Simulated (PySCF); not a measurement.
# Two-component Hartree-Fock for I¹⁷⁺ (iodine, charge +17)

Start: [Kr]. Calculated with PySCF 2.14 in an uncontracted even-tempered set (18 s from 0.94 bohr⁻², ratio 2.8; 14 p from 1.2 bohr⁻², ratio 2.8; 9 d from 2.2 bohr⁻², ratio 2.8; 4 f from 8.4 bohr⁻², ratio 3): generalised Hartree-Fock with the X2C-1e Hamiltonian and a Gaussian nucleus; spin-orbit coupling (SO) screened by Boettger's factors.

| spinor shell | electrons | ε, screened SO (eV) | weight of nominal j (screened SO) | rms radius, screened SO (bohr) |
| --- | --- | --- | --- | --- |
| 1s1/2 | 2 | -33766.8 | 1.000 | 0.0311 |
| 2s1/2 | 2 | -5684.4 | 1.000 | 0.127 |
| 2p1/2 | 2 | -5348.9 | 1.000 | 0.109 |
| 2p3/2 | 4 | -5047.1 | 1.000 | 0.115 |
| 3s1/2 | 2 | -1518.3 | 1.000 | 0.333 |
| 3p1/2 | 2 | -1379.2 | 1.000 | 0.325 |
| 3p3/2 | 4 | -1319.7 | 1.000 | 0.336 |
| 3d3/2 | 4 | -1077.0 | 1.000 | 0.307 |
| 3d5/2 | 6 | -1064.6 | 1.000 | 0.311 |
| 4s1/2 | 2 | -577.09 | 1.000 | 0.728 |
| 4p1/2 | 2 | -519.08 | 1.000 | 0.747 |
| 4p3/2 | 4 | -504.58 | 1.000 | 0.767 |

| quantity | screened SO |
| --- | --- |
| E (hartree) | -7003.80221 |
| M_J | 0 |
| ⟨J²⟩ | 0.000 |
| ⟨L²⟩ | 0.019 |
| ⟨S²⟩ | 0.019 |

Breit and QED terms are absent; they matter most for the inner s and p1/2 levels.

Densities and radii are taken from the X2C orbitals without a picture-change correction, which distorts them close to the nucleus.
